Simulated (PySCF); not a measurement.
Species: `C(=C)(P(=O)(C)C)C`. The columns A, B, C and D hold Mulliken, IAO, Hirshfeld and ESP-fitted charges (e) of one PBE0/pcSseg-1 density (PySCF), in a shuffled order. Coordinates in Å (GFN2-xTB); the density's dipole moment is (-0.32, 1.45, -3.89) D.

```csv
atom,x,y,z,A,B,C,D
C1,-2.104,-0.285,0.942,-0.292,-0.034,-0.519,-0.086
C2,-1.112,0.054,0.134,-0.254,-0.651,+0.085,-0.045
C3,-1.289,0.709,-1.196,-0.423,-0.151,-0.453,-0.118
P4,0.574,-0.327,0.727,+1.534,+0.871,+1.006,+0.435
C5,1.553,1.209,0.487,-0.692,-0.486,-0.708,-0.164
C6,1.269,-1.517,-0.487,-0.691,-0.475,-0.652,-0.164
O7,0.624,-0.829,2.104,-0.935,-0.610,-0.680,-0.406
H8,-1.889,-0.745,1.892,+0.173,+0.139,+0.202,+0.047
H9,-3.141,-0.115,0.697,+0.148,+0.109,+0.221,+0.051
H10,-0.795,0.134,-1.979,+0.146,+0.128,+0.126,+0.044
H11,-2.346,0.796,-1.439,+0.152,+0.124,+0.150,+0.050
H12,-0.854,1.708,-1.188,+0.151,+0.136,+0.134,+0.046
H13,1.133,1.980,1.129,+0.170,+0.159,+0.185,+0.054
H14,2.567,0.995,0.820,+0.169,+0.158,+0.206,+0.055
H15,1.566,1.546,-0.545,+0.153,+0.135,+0.176,+0.046
H16,1.256,-1.142,-1.505,+0.152,+0.133,+0.164,+0.045
H17,0.689,-2.436,-0.420,+0.171,+0.159,+0.169,+0.054
H18,2.292,-1.729,-0.183,+0.168,+0.156,+0.189,+0.055
```

Problem. Which column most likely holds the ESP-fitted charges?

Solution. C. Σ q r misses the density's dipole by 0.08 D (C), 0.82 D (B), 0.97 D (A), 1.12 D (D). Charges fitted to the outside potential are the only set here that is tied to the molecule's multipoles.

Problem. And the Hirshfeld charges?

Solution. D. The mean sizes are 0.109 e (D), 0.267 e (B), 0.335 e (C), 0.365 e (A), and Hirshfeld charges are commonly the smallest of these schemes.

As computed, A = IAO, B = Mulliken, C = ESP-fitted, D = Hirshfeld. Hydrogens on carbon: IAO +0.15 to +0.17, Mulliken +0.11 to +0.16, ESP-fitted +0.13 to +0.22, Hirshfeld +0.04 to +0.06 e.

The IAO scheme counts the electrons in orthogonalised intrinsic atomic orbitals, a minimal basis polarised so that it spans the occupied orbitals exactly. The Mulliken scheme counts on each atom the diagonal of the density matrix times the overlap matrix over that atom's basis functions.

Isolated species at its GFN2-xTB geometry (one conformer only).

Conformer computed: `[CH2:1]=[C:2]([CH3:3])[P:4]([CH3:5])([CH3:6])=[O:7]`: C1–C2–P4–C5 -132°.
